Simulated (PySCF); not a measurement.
Excitations are Tamm–Dancoff values on a coarser integration grid. The basis has no diffuse functions, so Rydberg states are missing or too high.

Z-matrix (Å, degrees):
```
Ga
O 1 1.7664
H 2 0.9645 1 112.34
Cl 1 2.1083 2 118.33 3 -179.85
Cl 1 2.1223 2 120.87 3 0.13
```
Charge 0, multiplicity 1.

Q: What HOMO, dipole moment, S1 excitation (TDA), LUMO, S1–T1 gap (TDA), T1 excitation (TDA), S1 oscillator strength and total energy does PBE-D3(BJ)/def2-TZVP // r2SCAN-D4/def2-TZVP run with PySCF give?

A: 
```json
{
  "HOMO": "-7.89 eV",
  "dipole_moment": "1.45 D",
  "S1 excitation (TDA)": "5.52 eV",
  "LUMO": "-2.51 eV",
  "S1–T1 gap (TDA)": "0.33 eV",
  "T1 excitation (TDA)": "5.19 eV",
  "S1 oscillator strength": "0.001",
  "total_energy": "-79472.06 eV"
}
```
